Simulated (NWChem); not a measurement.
System meant: SiH$_{3}$TeOF; SMILES [SiH3]O[Te]F

The following NWChem deck was run.

```
start job
memory heap 200 mb stack 900 mb global 1100 mb
geometry units angstroms noautoz
  Te     0.086170    -0.819495     0.296666
  F     -1.748037    -1.019550    -0.378626
  O      0.519016     0.934083    -0.570592
  Si    -0.015754     2.393886     0.135670
  H     -1.513877     2.418593     0.249147
  H      0.457215     3.476461    -0.789190
  H      0.589454     2.580564     1.501199
end
basis spherical
  Te library def2-svp
  F library def2-svp
  O library def2-svp
  Si library def2-svp
  H library def2-svp
end
dft
  xc pbe0
  iterations 150
  mulliken
end
task dft energy
```

End of the output:

```
             Grid Information
             ----------------
          Grid used for XC integration:  medium
          Radial quadrature: Mura-Knowles
          Angular quadrature: Lebedev.
          Tag              B.-S. Rad. Rad. Pts. Rad. Cut. Ang. Pts.
          ---              ---------- --------- --------- ---------
          Te                  1.40      123          11.0       590
          F                   0.50       49          12.0       434
          O                   0.60       49           8.0       434
          Si                  1.10       88          10.0       590
          H                   0.35       45          12.0       434
          Grid pruning is: on
          Number of quadrature shells:   444
          Spatial weights used:  Erf1

          Convergence Information
          -----------------------
          Convergence aids based upon iterative change in
          total energy or number of iterations.
          Levelshifting, if invoked, occurs when the
          HOMO/LUMO gap drops below (HL_TOL):  1.00D-02
          DIIS, if invoked, will attempt to extrapolate
          using up to (NFOCK): 10 stored Fock matrices.

                    Damping( 0%)  Levelshifting(0.5)       DIIS
                  --------------- ------------------- ---------------
          dE  on:    start            ASAP                start
          dE off:    2 iters        150 iters           150 iters

      Screening Tolerance Information
      -------------------------------
          Density screening/tol_rho:  1.00D-10
          AO Gaussian exp screening on grid/accAOfunc:  14
          CD Gaussian exp screening on grid/accCDfunc:  20
          XC Gaussian exp screening on grid/accXCfunc:  20
          Schwarz screening/accCoul:  1.00D-08

      Superposition of Atomic Density Guess
      -------------------------------------

      charge =      52.0 Te (Tellurium)

      symmetry species            s     p     d     f
      number of basis functions =10     7     6
      number of cont. functions = 4     4     2
      number of closed shells   = 5     3     2
      number of open shells     = 0     1     0
      open shell occupation     = 0     4     0
 ------------------------------------------------------------------------
 atomscf:atomd: error in atom scf                   0
 ------------------------------------------------------------------------
 ------------------------------------------------------------------------
  current input line :
    24: task dft energy
 ------------------------------------------------------------------------
 ------------------------------------------------------------------------
 This error has not yet been assigned to a category
 ------------------------------------------------------------------------
 For more information see the NWChem manual at https://nwchemgit.github.io

0:atomscf:atomd: error in atom scf:Received an Error in Communication
```

**Question.** Find the fault in this run and fix the input.

**Answer.** The run crashed. Cause: the def2 basis of a heavy element holds valence functions alone and wants its effective core potential (without it all electrons must fit into that basis). This input runs:
```
start job
memory heap 200 mb stack 900 mb global 1100 mb
geometry units angstroms noautoz
  Te     0.086170    -0.819495     0.296666
  F     -1.748037    -1.019550    -0.378626
  O      0.519016     0.934083    -0.570592
  Si    -0.015754     2.393886     0.135670
  H     -1.513877     2.418593     0.249147
  H      0.457215     3.476461    -0.789190
  H      0.589454     2.580564     1.501199
end
basis spherical
  * library def2-svp
end
ecp
  Te library def2-ecp
end
dft
  xc pbe0
  iterations 150
  mulliken
end
task dft energy
```
It converges to -733.85495 Ha (PBE0/def2-SVP with def2 effective core potentials on Te).
